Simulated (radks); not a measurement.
Task: Ionisation of neutral zinc, [Ar] 3d10 4s2, to [Ar] 3d10 4s1 as the strength of local exchange is varied. All-electron calculation, Dirac Kohn-Sham, Slater X-alpha exchange (alpha = 2/3 is LDA exchange), no correlation, spin-unpolarised, spherical densities, finite nucleus; Fermi nuclear charge, rms radius 3.9283 fm. Program: a radial shooting solver on a logarithmic mesh with Libxc functionals.

alpha  E(Zn) (hartree)  exchange (hartree)  IE (eV)  -e of the level emptied (eV)  <r> of it (bohr)
0.617      -1785.80344           -61.00001    8.744                 4.868 (4s1/2)             2.722
1.024      -1826.53068          -103.69349   11.875                 7.753 (4s1/2)             2.458
1.03       -1827.13837          -104.33723   11.925                 7.800 (4s1/2)             2.455
1.041      -1828.25300          -105.51851   12.015                 7.885 (4s1/2)             2.448
x          -1790.75412           -66.14087    9.106                 5.194 (4s1/2)             2.686

Which alpha was used in the last row?

Result: alpha = 0.667. NIST Atomic Spectra Database: 9.394 eV (measured). The Delta-SCF value meets it near alpha = 0.70. Spin polarisation and multiplet splitting are left out, so open shells lie too high by an amount that depends on their filling.

Beside tabulated values, note that spin-unpolarised runs miss the spin-polarisation part of the exchange energy of open shells.
